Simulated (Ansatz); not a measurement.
Computed with Ansatz on PBE0-D4/def2-TZVP structures; ΔE is electronic, products minus reactants. CBS: MP2 limit from def2 TZ/QZ plus the TZ coupled-cluster correction, frozen cores. This one scheme is used for every species. Functionals use def2-TZVPP. B3LYP here is the variant with VWN-RPA as its local correlation; programs differ in this. def2 core potentials past Kr. For Mo outer-core shells are correlated without core-valence functions, which leaves a few kJ/mol of doubt a bond.

Consider the ligand exchange at a Mo–C bond: `[CH3][Mo]([CH3])(=[O])=[S]` + H–F → `[CH3][Mo](=[O])([F])=[S]` + CH₄.

```tsv
level	ΔE (kcal/mol)	difference from CCSD(T)/CBS
PBE-D4	-36.0	-3.1
r2SCAN-D4	-37.8	-4.9
B97M-V	-39.5	-6.6
B3LYP-D4	-36.7	-3.8
BHLYP-D4	-35.9	-3.0
ωB97X-V	-37.5	-4.6
ωB97M-V	-36.0	-3.1
PBE0	-35.4	-2.5
LC-ωPBE	-38.3	-5.4
HF/def2-SVP	-40.1	-7.2
MP2/def2-SVP	-37.6	-4.7
HF/def2-TZVPP	-37.9	-5.0
MP2/def2-TZVPP	-32.3	0.6
MP2/def2-QZVPP	-32.1	0.8
SCS-MP2/def2-QZVPP	-33.9	-1.0
CCSD/CBS(def2)	-32.9	0.0
CCSD(T)/CBS	-32.9	0
```

Largest T1 diagnostic among the species: 0.026, so the coupled-cluster value is less sure than usual.

From r2SCAN to r2SCAN0 (25 % exact exchange), in def2-TZVPP and without D4, ΔE moves by +2.2 kcal/mol. At CCSD(T), def2-SVP lies −5.3 kcal/mol from the extrapolated value and def2-TZVPP −0.4 kcal/mol. The D4 term adds +1.9 kcal/mol with B3LYP and +1.1 kcal/mol with PBE0; it sums over pairs of atoms, weighted by their polarisabilities, and B3LYP, whose exchange is more repulsive, gets the larger term.

CCSD(T)/CBS has its own doubt, a few kJ/mol and more with outer-core shells, so smaller differences from it don't rank the levels.
